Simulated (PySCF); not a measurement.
# How methods differ on the ionisation energy of Ne²⁺

Ne²⁺ [He] 2s2 2p4 (3P) → Ne³⁺ [He] 2s2 2p3 (4S), as a difference of total energies. Computed with PySCF 2.14 in aug-cc-pCVTZ-DK, with the spin-free X2C one-electron Hamiltonian (Gaussian nucleus). Correlated levels: valence: 1s2 frozen. The calculations carry no spin-orbit coupling.

| method | ionisation energy (eV) |
| --- | --- |
| UHF | 61.801 |
| MP2 (valence) | 63.023 |
| SCS-MP2 (valence) | 63.136 |
| CCSD (valence) | 63.055 |
| CCSD(T) (valence) | 63.074 |

**Question.** How much does correlation contribute at CCSD(T) (valence)?

**Answer.** 63.074 − (61.801) = 1.273 eV, measured against UHF.

A first-order spin-orbit estimate (lowest level to lowest level, LS coupling) adds 0.037 eV.

Errors of the correlated levels include the incompleteness of this basis and the frozen core.

For comparison: 63.423 eV (measured; NIST Atomic Spectra Database, ionization energies).
